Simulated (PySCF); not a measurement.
CdC⁺: energy against distance

Set-up: PySCF, scalar-relativistic core potentials, basis sets Cd def2-SVPD with ECP28, C def2-SVPD. Energies in eV from Cd⁺ + C in their ground configurations at the same level. All curves are PBE0. state 1: ²Π (doublet), unpaired electrons π ↑; state 2: ⁴Σ⁻ (quartet), unpaired electrons σ ↑, π ↑↑, a second solution, started from another occupation; state 3: Ms = 0.5 determinant of mixed spin (⟨S²⟩ near 1.8), unpaired electrons σ ↓, π ↑↑, a second solution, started from another occupation; state 4: Ms = 0.5 determinant of mixed spin (⟨S²⟩ near 1.8), unpaired electrons σ ↑, π ↑↓, a mixture of terms (⟨Lz²⟩ = 2.0), a second solution, started from another occupation.

```tsv
R (Å)	state 1	state 2	state 3	state 4
1.967	-0.866	-0.8699	-0.0235	0.0205
2.058	-1.113	-0.9492	-0.1622	-0.0843
2.150	-1.245	-0.9310	-0.2166	-0.0997
2.218	-1.289	-0.8780	-0.2240	-0.0760
2.287	-1.301	-0.8057	-0.2146	-0.0352
2.356	-1.289	-0.7234	-0.1959	0.0144
2.447	-1.247	-0.6098	-0.1647	0.0846
2.561	-1.172	-0.4758	-0.1248	0.1678
2.699	-1.066	-0.3390	-0.0831	0.2522
2.882	-0.922	-0.2034	-0.0414	0.3354
```

Question: Put a parabola through the three lowest points of the state 1 curve and estimate Re, k and ωe (reduced mass 10.86 u; 1 eV/Å² = 0.16022 mdyn/Å; ωe = 1302.8·√(k/μ) cm⁻¹).

Answer: Through R = 2.218, 2.287, 2.356 Å the second-order coefficient is 2.52 eV/Å², so Re ≈ 2.287 Å, k ≈ 0.808 mdyn/Å and ωe ≈ 355 cm⁻¹. A polynomial fit of higher order to the unrounded PBE0 energies gives Re = 2.282 Å, k = 0.827 mdyn/Å, ωe = 360 cm⁻¹; anharmonicity and rounding make the difference.

The higher-order fit for each curve: state 1: Re = 2.282 Å, ωe = 360 cm⁻¹, De = 1.30 eV; state 2: Re = 2.081 Å, ωe = 505 cm⁻¹, minimum 0.95 eV below the ground-state fragments; state 3: Re = 2.209 Å, ωe = 307 cm⁻¹, minimum 0.224 eV below the ground-state fragments; state 4: Re = 2.124 Å, ωe = 422 cm⁻¹, minimum 0.102 eV below the ground-state fragments.

⟨S²⟩ of the unrestricted solution departs from its pure value on part of the curve, where spin states mix. Spin–orbit coupling is left out. For an ion De counts to the pair picked by the measured ionisation energies or electron affinities, which need not be the lowest pair at this level. The state is the lowest determinant that a PBE0 search found; another state may lie lower at other levels.
